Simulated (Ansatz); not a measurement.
A run for Ansatz (a first-principles code): U-SVWN5/def2-TZVPP on InCo, 2S+1 = 3, a spin state set in the input, which need not be the lowest, a point of a bond scan (R = 2.642 Å). Elements past Kr take the def2 small-core potentials; no spin–orbit coupling.

Ansatz 0.2 input:
```yaml
crystal:
  periodic: [false, false, false]
  atoms:
    - {symbol: Co, position_ang: [0.00000000, 0.00000000, 0.00000000]}
    - {symbol: In, position_ang: [0.00000000, 0.00000000, 2.64173000]}
basis:
  gaussian:
    orbitals: def2-TZVPP
    pivot_positions_ang: [[0.00000000, 0.00000000, 0.00000000], [0.00000000, 0.00000000, 2.64173000]]
hamiltonian:
  xc: {name: SVWN5}
magnetization: {spin_polarized: true, initial_magnetization: 2}
output: {forces: true, orbitals: {seedname: ./end}}
```

The head of its log:

```
WARN ansatz: RAYON_NUM_THREADS=1 ignored (pool sized by the plan → 1); use --threads N
Functional definition: SVWN5
integrals: 0.04 GiB planned
874 factors; their error is unknown
mean field: 0.37 GiB planned
mean field evaluation 1: about -42681.9856 eV, gradient 1.3e2 eV
mean field evaluation 2: about -41893.6458 eV, gradient 3.5e2 eV
```

Problem. Give the final energy of this run.

Solution. -1570.0499 hartree.
